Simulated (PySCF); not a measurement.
Gas-phase reaction: 2 SnH3Cl + Sn2O2 → SnO2 + 3 SnH2 + 2 Cl

Computed with PySCF (xtb for GFN2) and rigid-rotor harmonic-oscillator thermochemistry at 1 bar. † marks an energy on the PBE0/def2-TZVP geometry and frequencies; other levels use their own. MP2 and CCSD(T) freeze the core. Open shells (unrestricted): Cl (multiplicity 2, electronic degeneracy 6); the rest are closed-shell singlets. GFN2 has no spin-polarisation term. Spin-orbit splitting is ignored; it lowers the true energy and changes the entropy of Cl. Sn: scalar-relativistic def2 core potential, no spin-orbit coupling. SnH3Cl, Sn2O2, SnO2, SnH2: computed as isolated molecules; such fragments, hydroxides, amides, oligomers or adducts are transient or little studied in the gas. MP2 isn't extrapolated to the basis-set limit; its ΔH°(298 K) is 1250.8 kJ in def2-SVP and 1294.6 kJ in def2-TZVPP. CCSD(T) isn't extrapolated to the basis-set limit; its ΔH°(298 K) is 1195.5 kJ in def2-SVP and 1242.5 kJ in def2-TZVPP. The harmonic model lacks anharmonicity and excited electronic states, which grow with temperature; levels with a mode under 35 cm⁻¹ are left out. Warning, large T1 diagnostic: SnO2 (CCSD(T)/def2-SVP†).

```csv
level,"ΔE electronic, kJ","ΔH°(298 K), kJ","ΔS°(298 K), J/K","ΔG°(2000 K), kJ"
CCSD(T)/def2-SVP†,1220,1196,415,379
GFN2-xTB,868,846,409,47
M06-2X/def2-TZVP†,1354,1329,415,513
MP2/def2-TZVPP†,1319,1295,415,478
PBE/def2-SVP,1257,1233,412,425
PBE/def2-TZVP†,1245,1220,415,404
PBE0/def2-QZVP†,1298,1273,415,456
PBE0/def2-SVP†,1299,1274,415,458
PBE0/def2-TZVP,1291,1267,415,450
r2SCAN/def2-TZVP†,1308,1284,415,467
ωB97M-V/def2-TZVP†,1324,1299,415,482
```
ΔH° is lowest at GFN2-xTB and highest at M06-2X/def2-TZVP†. No reference value is set beside these.
